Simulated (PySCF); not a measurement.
GeF₃Br, SMILES [F][Ge]([F])([F])[Br].

The structure is a stationary point at PBE0-D3(BJ)/def2-SVP.

These are CAM-B3LYP/def2-TZVP (PySCF) values and carry that method's errors.

The molecule is in vacuum.

| Quantity | Result |
|---|---|
| total energy | -4951.17192 hartree |
| point group | C3v |
| highest occupied level | -11.26 eV |
| lowest empty level | -1.10 eV |
| orbital gap | 10.17 eV |
| dipole moment | 1.78 D |
| quadrupole, principal values (traceless, Buckingham form, about the centre of nuclear charge) | -1.40, -1.40, 2.79 D·Å |
| mean static polarisability | 42.5 bohr³ (6.30 Å³) |
| polarisability, principal values | 36.8, 36.8, 53.9 bohr³ |
